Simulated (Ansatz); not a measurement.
A nudged elastic band was laid between two geometries of BF₃H₂O (7 atoms, charge 0, multiplicity 1).

The calculation used RKS BHLYP/def2-SVP (Ansatz).

```
movable images  : 7
climbing image  : yes
spring          : 5.0 eV/Å²
optimiser       : quadratic models (default)
start path      : through a guess of the saddle point
force threshold : 0.05 eV/Å
iteration limit : 60
end points      : relaxed
```

First end point:

```xyz
7
Properties=species:S:1:pos:R:3
B 0.032 0.004 0.084
F -0.074 0.543 1.309
F 1.172 0.220 -0.564
F -1.089 -0.013 -0.654
O 0.128 -1.690 0.510
H -0.646 -2.141 0.164
H 0.117 -1.776 1.466
```

Last end point:

```xyz
7
Properties=species:S:1:pos:R:3
B 0.015 -0.444 -0.497
F 0.049 -0.086 2.312
F 1.104 0.268 -0.572
F -1.079 -0.017 -1.082
O 0.042 -1.624 0.154
H -0.789 -2.096 0.124
H 0.300 -0.855 1.875
```

Q: Which bonds break or form, and what moves?

A: Bonds broken: B1–F2, O5–H7. Bonds formed: F2–H7. BF3H2O becomes BF2HO + FH.

Q: What energy profile does the band end with?

A: The run converged. The highest image is number 3 of 0 to 8, 28.0 kcal/mol above the first end and 16.5 kcal/mol above the last; the last end lies 11.6 kcal/mol above the first. A vibrational analysis at the climbing image gives one clearly imaginary mode, 1223i cm⁻¹: a first-order saddle point. The orbitals stay closed-shell, which can raise the energy where a bond breaks towards radicals; this wasn't checked here.

```
image  path coordinate (Å)  energy (kcal/mol)  B1–F2 (Å)  O5–H7 (Å)  F2–H7 (Å)
    0                 0.00                0.0       1.34       0.96       2.33
    1                 0.34                2.3       1.36       0.96       1.91
    2                 0.68               13.8       1.45       1.02       1.48
    3                 1.02               28.0       1.62       1.26       1.12
    4                 1.31               21.2       1.86       1.53       0.96
    5                 1.60               14.7       2.15       1.78       0.93
    6                 1.89               12.2       2.42       1.96       0.92
    7                 2.18               11.7       2.64       1.98       0.92
    8                 2.47               11.6       2.83       1.90       0.92
```

Q: What is the geometry of the highest image?

A: 
```xyz
7
Properties=species:S:1:pos:R:3:forces:R:3
B 0.049 -0.279 -0.046 0.00 0.01 -0.01
F -0.018 0.087 1.533 0.00 0.01 0.01
F 1.159 0.235 -0.538 -0.01 -0.01 0.01
F -1.111 0.044 -0.605 0.01 -0.01 0.01
O 0.140 -1.691 0.393 0.01 0.02 0.00
H -0.608 -2.224 0.126 -0.01 -0.01 0.00
H 0.031 -1.025 1.451 0.00 -0.01 -0.01
```

Q: What are the harmonic wavenumbers there?

A: 1223i, 293, 385, 412, 456, 506, 680, 823, 936, 1023, 1264, 1276, 1494, 2116, 3993 cm⁻¹.

Time of the run: 5 min on 1 thread of Arm Neoverse V1, on a shared host, peak memory 0.15 GiB.
